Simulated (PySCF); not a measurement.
C₆H₅F₃.
Atom-mapped SMILES: `[CH:1]#[C:2][C@H:3]([CH3:4])[C:5]([F:6])=[C:7]([F:8])[F:9]` (hydrogens: H10 on C1; H11 on C3; H12, H13, H14 on C4)

The same species was optimised twice, with GFN2-xTB and with PBE0-D3(BJ)/def2-SVP (PySCF), and the same property calculations (PySCF, gas phase) were run on both structures.

```json
{"coordinate": "C7–F9 (Å)", "GFN2-xTB": "1.326", "PBE0-D3(BJ)/def2-SVP": "1.308", "change": "-0.018"}
{"coordinate": "C7–F8 (Å)", "GFN2-xTB": "1.327", "PBE0-D3(BJ)/def2-SVP": "1.311", "change": "-0.016"}
{"coordinate": "C1≡C2 (Å)", "GFN2-xTB": "1.196", "PBE0-D3(BJ)/def2-SVP": "1.210", "change": "+0.014"}
{"coordinate": "C5–F6 (Å)", "GFN2-xTB": "1.348", "PBE0-D3(BJ)/def2-SVP": "1.337", "change": "-0.011"}
{"coordinate": "C2–C3 (Å)", "GFN2-xTB": "1.455", "PBE0-D3(BJ)/def2-SVP": "1.463", "change": "+0.008"}
{"coordinate": "C5=C7 (Å)", "GFN2-xTB": "1.327", "PBE0-D3(BJ)/def2-SVP": "1.332", "change": "+0.005"}
{"coordinate": "C3–C5 (Å)", "GFN2-xTB": "1.506", "PBE0-D3(BJ)/def2-SVP": "1.506", "change": "0.000"}
{"coordinate": "C3–C4 (Å)", "GFN2-xTB": "1.536", "PBE0-D3(BJ)/def2-SVP": "1.536", "change": "0.000"}
{"coordinate": "C2–C3–C5 (°)", "GFN2-xTB": "110.3", "PBE0-D3(BJ)/def2-SVP": "112.3", "change": "+2.0"}
{"coordinate": "F8–C7–F9 (°)", "GFN2-xTB": "110.7", "PBE0-D3(BJ)/def2-SVP": "112.3", "change": "+1.6"}
{"coordinate": "C4–C3–C5 (°)", "GFN2-xTB": "110.9", "PBE0-D3(BJ)/def2-SVP": "112.3", "change": "+1.4"}
{"coordinate": "C2–C3–C4 (°)", "GFN2-xTB": "110.5", "PBE0-D3(BJ)/def2-SVP": "111.8", "change": "+1.3"}
{"coordinate": "C5–C7–F9 (°)", "GFN2-xTB": "125.8", "PBE0-D3(BJ)/def2-SVP": "124.7", "change": "-1.1"}
{"coordinate": "C1–C2–C3 (°)", "GFN2-xTB": "179.2", "PBE0-D3(BJ)/def2-SVP": "178.5", "change": "-0.7"}
{"coordinate": "C5–C7–F8 (°)", "GFN2-xTB": "123.5", "PBE0-D3(BJ)/def2-SVP": "123.0", "change": "-0.5"}
{"coordinate": "C3–C5–F6 (°)", "GFN2-xTB": "115.7", "PBE0-D3(BJ)/def2-SVP": "115.4", "change": "-0.3"}
{"coordinate": "C2–C3–C5–F6 (°)", "GFN2-xTB": "-131", "PBE0-D3(BJ)/def2-SVP": "-132", "change": "-1"}
```

Rotational constants: A = 2118, B = 1284, C = 1044 MHz (GFN2-xTB) against A = 2134, B = 1260, C = 1021 MHz (PBE0-D3(BJ)/def2-SVP). Point groups within 0.08 Å: C1 and C1.

On the GFN2-xTB structure: isotropic polarisability (au) 71.2 [B3LYP/def2-SVPD]; HOMO (eV) -7.24 [B3LYP/def2-SVPD]; LUMO (eV) -0.13 [B3LYP/def2-SVPD]; dipole (D) 1.90 [B3LYP/def2-SVPD].

**Question.** What do these properties become on the PBE0-D3(BJ)/def2-SVP structure?

**Answer.** 
| property | level | on GFN2-xTB | on PBE0-D3(BJ)/def2-SVP | change |
| --- | --- | --- | --- | --- |
| isotropic polarisability (au) | B3LYP/def2-SVPD | 71.2 | 72.3 | +1.1 |
| HOMO (eV) | B3LYP/def2-SVPD | -7.24 | -7.12 | +0.12 |
| LUMO (eV) | B3LYP/def2-SVPD | -0.13 | -0.09 | +0.04 |
| dipole (D) | B3LYP/def2-SVPD | 1.90 | 1.73 | -0.17 |
| energy, GFN2-xTB geometry as zero (kcal/mol) | B3LYP/def2-SVPD | 0.0 | -1.3 | -1.3 |

The heavy atoms differ by 0.046 Å rms after alignment. Among bonds between heavy atoms C7–F9 changes most (-0.018 Å). Changes are differences of the printed values. Neither structure is proved a minimum here.

The values belong to the conformer `[CH:1]#[C:2][C@H:3]([CH3:4])[C:5]([F:6])=[C:7]([F:8])[F:9]`: C2–C3–C5–F6 -132°.
